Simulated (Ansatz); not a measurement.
Geometry optimisation, UKS B3LYP-D4/def2-SVP in Ansatz 0.2.0.

input.yaml

```yaml
crystal:
  periodic: [false, false, false]
  atoms:
    - { symbol: W, position_ang: [-0.235545, 0.084286, 0.278418] }
    - { symbol: H, position_ang: [1.275186, -0.397291, 2.7312] }
    - { symbol: H, position_ang: [1.406573, -0.370917, 0.209049] }
    - { symbol: F, position_ang: [-0.622689, 1.830063, 0.875156] }
    - { symbol: H, position_ang: [-1.305541, -0.414297, -0.955882] }
    - { symbol: H, position_ang: [-1.194552, -1.19704, 0.869198] }
    - { symbol: H, position_ang: [0.275108, 0.065999, -1.350759] }
    - { symbol: "N", position_ang: [0.346799, 0.036056, 2.56769] }
    - { symbol: H, position_ang: [-0.324505, -0.493582, 3.127661] }
    - { symbol: H, position_ang: [0.379164, 0.986722, 2.948269] }
magnetization:
  spin_polarized: true
  initial_magnetization: 1
basis:
  gaussian: { orbitals: def2-SVP }
hamiltonian:
  xc: b3lyp
  dispersion: d4
relax:
  f_tol: 0.03
  max_steps: 50
```

Command:

```bash
$ ansatz run input.yaml --threads 4 --pin off --max-ram 5120MiB --backend cpu --events-out ev --progress --plain --runs-dir out
```

Where does it end, and by what steps?

The forces met the threshold. After 4 steps the energy has fallen by 0.008 eV; H6 moved furthest, 0.02 Å.

```
step  energy less start (eV)  largest force component (eV/Å)  accepted
   0                  0.0000                           0.628       yes
   1                 -0.0056                           0.182       yes
   2                 -0.0080                           0.057       yes
   3                 -0.0082                           0.034       yes
   4                 -0.0083                           0.012       yes
```

```xyz
10
Properties=species:S:1:pos:R:3
W -0.236 0.080 0.272
H 1.265 -0.396 2.749
H 1.410 -0.379 0.190
F -0.624 1.816 0.890
H -1.306 -0.415 -0.959
H -1.198 -1.212 0.850
H 0.272 0.079 -1.355
N 0.356 0.037 2.580
H -0.331 -0.473 3.139
H 0.392 0.993 2.945
```

Whether the end is a true minimum wasn't checked by a vibrational analysis.

The run took 11 s on 4 threads of Arm Neoverse V2 (shared host), peak memory 0.26 GiB.
